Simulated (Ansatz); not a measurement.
Total energies of CH$_{9}$BrInSbSiSn (`Br[SiH2][CH]([InH2])[SnH2][SbH2]`).

Cartesian coordinates in Å:
```
Br -0.283 1.945 2.034
Si -1.149 1.915 -0.044
C -0.605 0.361 -0.840
In 1.575 0.277 -1.127
Sn -1.072 -1.364 0.352
Sb 1.188 -1.689 2.003
H -2.617 2.043 0.150
H -0.642 3.145 -0.705
H -1.090 0.231 -1.815
H 2.131 -1.087 -2.020
H 2.509 1.657 -0.706
H -1.296 -2.725 -0.658
H -2.463 -1.139 1.324
H 2.057 -0.575 0.997
H 1.757 -2.995 1.055
```

The species carries charge 0 and has multiplicity 1. Correlated methods include outer-core shells of Br, In, Sb, Sn, which these sets cover unevenly. Scalar relativity is left out up to krypton. In, Sn, Sb takes the def2 core potential. The geometry is a stationary point of PBE0-D4/def2-TZVP. It is one conformer, not always the lowest. Basis def2-TZVPP, Ansatz.

RPA on PBE orbitals: Hartree–Fock energy of these orbitals -3546.21238 Eh, correlation -2.38427 Eh (frozen core).

| functional | energy without D4 (Eh) | D4 term (kJ/mol) |
| --- | --- | --- |
| LDA (SPW92) | -3545.74550 | – |
| PBE | -3551.28723 | -63.9 |
| revPBE | -3551.74042 | -136.9 |
| BLYP | -3551.72110 | -130.2 |
| r2SCAN | -3552.08776 | -15.2 |
| B97M-V | -3551.38607 | – |
| B3LYP | -3552.17635 | -104.7 |
| HSE06 (plane-wave form) | -3551.43307 | -54.2 |
| BHLYP | -3551.64283 | -103.9 |
| CAM-B3LYP | -3551.95168 | -60.0 |
| LC-ωPBE | -3551.53514 | – |
| ωB97X-V | -3551.56417 | – |
| B2PLYP | -3550.71946 | – |
| PBE-QIDH | -3550.45331 | – |

Give the same for PBE0, r2SCANh, r2SCAN0, ωB97M-V. (Best estimate.)

The calculation gave: 
| functional | energy without D4 (Eh) | D4 term (kJ/mol) |
| --- | --- | --- |
| PBE0 | -3551.44348 | -56.2 |
| r2SCANh | -3552.04707 | -17.0 |
| r2SCAN0 | -3551.98846 | -19.1 |
| ωB97M-V | -3551.56637 | – |

B3LYP takes the VWN-RPA correlation (the form of Gaussian; ORCA's B3LYP/G). HSE06 is the plane-wave form, built on full-range PBE exchange. The double hybrids freeze the cores in their second-order part.

LC-ωPBE has ω = 0.4 bohr⁻¹.
